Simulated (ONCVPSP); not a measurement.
Before and after: ONCV potential for indium (In)

```json
{
 "Element": "indium (In)",
 "Generator": "ONCVPSP 4.0.1",
 "Type": "optimised norm-conserving Vanderbilt (ONCV)",
 "Functional": "PBE",
 "Relativity": "scalar-relativistic",
 "Frozen core": "[Kr]",
 "Valence charge": "13",
 "Reference configuration": "4d10 5s2 5p1",
 "Partial waves": "5s: rc 2.20 bohr, ncon 4, nbas 9, qcut 3.2 1/bohr, 2 projectors, debl 1.1 Ha; 5p: rc 2.10 bohr, ncon 4, nbas 8, qcut 3.5 1/bohr, 2 projectors, debl 3.2 Ha; 4d: rc 1.25 bohr, ncon 5, nbas 9, qcut 10 1/bohr, 2 projectors, debl 0.6 Ha",
 "Local potential": "polynomial inside 0.95 bohr (lpopt 5, dvloc0 0 Ha)",
 "Core correction": "Teter function, fcfact 5.25, rcfact 1.55"
}
```

In the d channel the program set the typed energies aside and used -0.684, 0.250 Ha.

All-electron outer shells of the reference configuration (PBE, scalar-relativistic, ld1.x):

```
shell  level (eV)  outermost node (bohr)  outermost maximum (bohr)
   4s     -119.66                   0.41                      0.77
   4p      -78.13                   0.42                      0.82
   4d      -18.62                   0.40                      0.94
   5s       -8.21                   1.02                      2.16
   5p       -2.52                   1.14                      2.85
```

Change: d: rc 1.84.

Cutoffs: the cutoffs (Ha) at which the residual kinetic energy of the hardest occupied pseudo-wave falls to 1 and 0.1 mHa per electron; they do not see the model core or the augmentation charge, which bear on the density cutoff. Errors are all-electron minus pseudo energies relative to the spin-unpolarised reference configuration.

Question: How do hardness, ghosts and transferability respond?

Answer: The potential gets softer (40 Ha and 47 Ha → 33 Ha and 38 Ha); both files keep a bound ghost (p, s); of the 3 tests that both files solve, the error grows in 0 and shrinks in 2 by more than 15 % and 0.3 meV (median size 9.6 → 8.2 meV). A larger radius leaves more room for a smooth pseudo-wave, so fewer plane waves are needed.

```tsv
quantity	base	changed
cutoff, loose	40 Ha	33 Ha
cutoff, tight	47 Ha	38 Ha
loose cutoff by channel	s 5.3 Ha, p 4.0 Ha, d 40 Ha	s 5.3 Ha, p 4.0 Ha, d 33 Ha
bound ghosts	s, p	s, p
GHOST(+) flags under 300 eV	none	none
tests with a reliable result	3 of 4	3 of 4
error for 4d10 5s2 5p0, meV [ΔE 5.36 eV]	-2.2	-1.8
error for 4d10 5s1 5p0, meV [ΔE 24.60 eV]	-27	-21
error for 4d10 5s1 5p1, meV [ΔE 11.96 eV]	-9.6	-8.2
s: phases at 2.23 bohr within 0.05 rad from the reference energy up to (Ha; the scan ends near 5)	2.6	2.6
p: phases at 2.14 bohr within 0.05 rad from the reference energy up to (Ha; the scan ends near 5)	4.4	4.4
rms error of d²Exc/dni dnj with the model core, mHa	0.64	0.59
```

 A true bound ghost makes a file unfit for plane-wave use even where its test errors are small: the radial tests pick states by their node count and pass the ghost by.
